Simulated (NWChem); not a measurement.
diphosphane (P2H4); SMILES PP

Computed with NWChem. Pople sets run with spherical d functions. All runs use the structure optimised with B3LYP/6-31G* (spherical d). Total energies compare along this basis series because the functional is fixed.

| level | basis functions | energy (Ha) | highest occupied level (eV) | orbital gap (eV) | relative time |
|---|---|---|---|---|---|
| CAM-B3LYP/STO-3G | 22 | -677.3159 | -4.98 | 11.08 | 1 |
| CAM-B3LYP/3-21G | 34 | -681.5675 | -8.00 | 8.85 | 1 |
| CAM-B3LYP/6-31G* | 44 | -685.0544 | -8.03 | 8.90 | 4 |
| CAM-B3LYP/6-31+G* | 52 | -685.0566 | -8.12 | 8.39 | 6 |
| CAM-B3LYP/6-311G** | 76 | -685.1173 | -8.17 | 8.62 | 10 |
| CAM-B3LYP/6-311++G** | 88 | -685.1188 | -8.14 | 8.33 | 20 |
| CAM-B3LYP/def2-TZVPD | 122 | -685.1290 | -8.13 | 8.54 | 80 |

The last column is a rough cost ratio, cheapest run = 1.
